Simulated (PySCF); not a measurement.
Identify the unknown among the candidates.

All candidates are C4H3FN2.

* 13C NMR: chemical shifts (computed TMS as zero) by class: 173.1 (1 C), 167.1 (2 C), 123.7 (1 C) ppm [GIAO PBE0/pcSseg-1]
* Couplings: largest of the computed one-bond spin–spin couplings (means over like bonds): 19F–13C -290.7, 13C–1H +189.3 (×2), 13C–1H +174.9, 13C–13C +59.2 (×2), 15N–13C -10.2 (×2), 15N–13C -1.6 (×2) Hz [B3LYP/pcJ-1, spin–dipole term left out for some pairs]
* 1H NMR: chemical shifts (computed TMS as zero) by class: 8.95 (2 H), 7.19 (1 H) ppm [GIAO PBE0/pcSseg-1]
* Dipole: 3.93 D [PBE0/pcSseg-1]
* NMR, other nuclei: isotropic shieldings of nuclei other than C and H, by class: -32 (2 N), 215 (1 F) ppm [GIAO PBE0/pcSseg-1]
* Rotational structure: rotational constants A, B, C: 6.176, 2.845, 1.948 GHz [GFN2-xTB]

Electronic properties: PySCF, gas phase, density fitting. Levels stand in brackets. Isolated species at its GFN2-xTB geometry, gas phase. NMR classes are plain means over equivalent atoms (diastereotopic ones count apart unless rotation or inversion swaps them), as if these changed places fast.

Question: Which candidate is it?
A. `Fc1ncccn1`
B. `Fc1ccnnc1`
C. `CC(F)(C#N)C#N`

Answer: A. It is `Fc1ncccn1`. Numbering: `[F:1][c:2]1[n:3][cH:4][cH:5][cH:6][n:7]1`. Its formula, C4H3FN2, gives 4 degrees of unsaturation: 1 ring and 3 π bonds in the structure found (Kekulé form). 4 carbons fall into 3 classes; from least to most shielded: aromatic C–F carbon [C2] (173.1 ppm), aromatic CH next to a ring nitrogen [C4/C6] (167.1 ppm, 2 C), aromatic CH carbon [C5] (123.7 ppm). Hydrogen classes from least to most shielded: 2 H on 2 like atoms (aromatic CH next to a ring nitrogen), C4/C6 (8.95 ppm), 1 H on an aromatic CH carbon, C5 (7.19 ppm). The other shieldings belong to: -32 ppm, pyridine-type nitrogen [N3/N7]; 215 ppm, aryl fluorine [F1]. The couplings run between: -290.7 Hz, aryl fluorine [F1] and aromatic C–F carbon [C2]; +189.3 Hz, aromatic CH next to a ring nitrogen [C4] and its hydrogen (with 1 like pair); +174.9 Hz, aromatic CH carbon [C5] and its hydrogen; +59.2 Hz, aromatic CH next to a ring nitrogen [C4] and aromatic CH carbon [C5] (with 1 like pair); -10.2 Hz, pyridine-type nitrogen [N3] and aromatic C–F carbon [C2] (with 1 like pair); -1.6 Hz, pyridine-type nitrogen [N3] and aromatic CH next to a ring nitrogen [C4] (with 1 like pair). The optimised geometry has point group C2v and is an asymmetric top.

The others, at the same levels:
- `Fc1ccnnc1` fails: it has 4 carbon classes against 3; its computed 13C shifts are 172.1 (1 C), 155.8 (1 C), 147.1 (1 C), 117.1 (1 C) ppm, 1H shifts are 9.64 (1 H), 9.57 (1 H), 7.21 (1 H) ppm and smallest rotational constant is 1.858 GHz (against 1.948 GHz).
- `CC(F)(C#N)C#N` fails: its computed 13C shifts are 117.9 (2 C), 74.8 (1 C), 30.7 (1 C) ppm, 1H shifts are 2.13 (3 H) ppm and rotational constant A is 3.410 GHz (against 6.176 GHz).

One-bond C–F couplings are unscaled; at this level they come out some 30 % too large in size.
